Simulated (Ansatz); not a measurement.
Start from `[SiH3]C1=CO1` and change one element to get `[SiH3]C1=CS1`.

Ansatz, PBE0-D4/def2-TZVP geometries, multiplicity 1. 

| property | `[SiH3]C1=CO1` |
| --- | --- |
| LUMO energy (PBE0/def2-TZVPP) / eV | -1.42 |
| HOMO–LUMO gap (B3LYP/def2-TZVPP) / eV | 4.42 |
| ideal-gas entropy at 298 K and 1 bar (rigid rotor, harmonic PBE0-D4/def2-TZVP) / J/(mol·K) | 317 |
| LUMO energy (B3LYP/def2-TZVPP) / eV | -1.67 |
| HOMO energy (B3LYP/def2-TZVPP) / eV | -6.09 |
| size of the dipole moment (ωB97M-V/def2-TZVPP) / D | 2.08 |

Give the same properties after the change, and the shifts. (An estimate is asked.)

Computed: 
```csv
property,`[SiH3]C1=CS1`,shift
LUMO energy (PBE0/def2-TZVPP) / eV,-1.12,0.30
HOMO–LUMO gap (B3LYP/def2-TZVPP) / eV,4.13,-0.29
"ideal-gas entropy at 298 K and 1 bar (rigid rotor, harmonic PBE0-D4/def2-TZVP) / J/(mol·K)",319,2
LUMO energy (B3LYP/def2-TZVPP) / eV,-1.32,0.35
HOMO energy (B3LYP/def2-TZVPP) / eV,-5.44,0.65
size of the dipole moment (ωB97M-V/def2-TZVPP) / D,2.14,0.06
```

With PBE0 the HOMO rises by 0.64 eV and the LUMO rises by 0.30 eV, so the gap narrows by about 0.34 eV. PBE moves the HOMO by 0.47 eV and ωB97M-V by 0.74 eV. Dipoles are sizes alone; their direction can turn.

B3LYP here is the variant with VWN-RPA as its local correlation; programs differ in this.
